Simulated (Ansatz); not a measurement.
Si₅H₂, relaxed as a singlet with RKS B3LYP-D4/def2-SVP in Ansatz, starting from the GFN1-xTB geometry. Force threshold 0.02 eV/Å.

The restricted singlet is unstable towards broken spin symmetry in Hartree–Fock (as tested in another run); at B3LYP-D4/def2-SVP this wasn't settled. Another isomer (singlet) lies 1.49 eV lower at PBE0-D4/def2-TZVP; other spin states weren't run for this one.

Start:

```tsv
atom	x (Å)	y (Å)	z (Å)
Si1	-0.180	1.592	-0.502
Si2	0.062	-1.568	0.518
Si3	2.290	-2.060	0.112
Si4	-1.638	0.036	0.416
Si5	1.604	0.082	-0.444
H6	-1.699	0.361	1.869
H7	-0.440	1.557	-1.969
```

| step | energy (eV) | largest force component (eV/Å) | SCF passes |
| --- | --- | --- | --- |
| 1 | -39407.2714 | 0.664 | 28 |
| 2 | -39407.3709 | 0.183 | 34 |
| 3 | -39407.3912 | 0.100 | 30 |
| 4 | -39407.3958 | 0.122 | 30 |
| 5 | -39407.4532 | 0.587 | 34 |
| 6 | -39407.5289 | 0.591 | 37 |
| 7 | -39407.5778 | 0.929 | 33 |
| 8 | -39407.7006 | 0.734 | 33 |
| 9 | -39407.7098 | 0.552 | 31 |
| 10 | -39407.7917 | 0.205 | 33 |
| 11 | -39407.8008 | 0.109 | 29 |
| 12 | -39407.8022 | 0.079 | 28 |
| 13 | -39407.8037 | 0.033 | 28 |
| 14 | -39407.8039 | 0.011 | 26 |

Force components are those of the run's own axes.

End:

```xyz
7

Si   -0.2449    1.1470   -0.5507
Si   -0.0310   -1.2358    0.0218
Si    2.1192   -1.9727    0.2930
Si   -2.0877    0.2232    0.5916
Si    1.8441    0.2543   -0.2028
H    -1.2350    0.1459    1.8654
H    -0.3648    1.4380   -2.0184
```

Bonds formed: Si1–Si2 (atoms count from 1).

No frequencies were taken in this run, so the end may be a saddle point.

It took 20 s on 4 threads of Arm Neoverse V2 on a shared host.
